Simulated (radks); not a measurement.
Hg, 80 electrons, occupied as [Kr] 4d10 4f14 5s2 5p5 5d10 6s2 5f1 (not the ground configuration). Calculated with a radial shooting solver on a logarithmic mesh with Libxc functionals: Dirac Kohn-Sham, LDA (Slater exchange, VWN5 correlation), spin-unpolarised, spherical densities, point nucleus; open shells fill j = l - 1/2 first.

Radial electron density D(r) = 4 pi r^2 rho(r):

```
   r/bohr * D(r) (the largest magnitude, 147, reaches the edge; | marks zero)
 0.002216 |            *
 0.003176 |                   *
 0.004552 |                           *
 0.006524 |                                    *
 0.009352 |                                          *
   0.0134 |                                          *
  0.01921 |                                      *
  0.02754 |                                        *
  0.03947 |                                                  *
  0.05657 |                                                      *
  0.08174 |                                            *
   0.1172 |                                                *
   0.1679 |                                               *
   0.2407 |                             *
    0.345 |                                 *
   0.4945 |                        *
   0.7088 |          *
    1.016 |      *
    1.456 |   *
    2.087 |*
    2.992 *
    4.288 *
    6.195 *
     8.88 *
    12.73 *
    18.24 *
    26.15 *
    37.48 *
```

D(r) has 5 maxima, at r = 0.0112, 0.0510, 0.142, 0.368, 16.3 bohr, and minima at 0.0220, 0.0914, 0.261, 6.55 bohr, inside which lie 2.03, 11.08, 30.06, 79.01 electrons.
